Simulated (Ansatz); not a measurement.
```xyz
10

C    -0.639   -0.450   -1.387
B     0.145   -0.803   -0.100
F     0.568   -2.040    0.125
Ge    0.604    0.600    1.383
Cl   -0.239    2.500    0.748
H    -0.777   -1.299   -2.059
H    -1.617   -0.033   -1.120
H    -0.132    0.362   -1.921
H    -0.023    0.306    2.757
H     2.109    0.857    1.573
```

The species carries charge 0 and has multiplicity 1.

Q: List the r2SCAN/def2-TZVPP orbital energies in eV (Ansatz 0.2.0). (Estimate.)

A: Ansatz gave: Occupied: -10834.72, -2752.90, -1349.82, -1199.89, -1199.85, -1199.84, -667.07, -272.90, -254.27, -192.83, -192.67, -192.66, -182.46, -167.99, -117.78, -117.64, -117.61, -32.45, -31.05, -30.98, -30.94, -30.87, -30.85, -20.83, -18.83, -14.77, -13.92, -12.02, -12.01, -11.04, -10.49, -9.94, -9.41, -9.37, -8.22, -7.55, -6.95. Lowest empty: -2.10, -0.81, 0.28, 1.26, 1.63, 1.72, 2.62, 2.90.
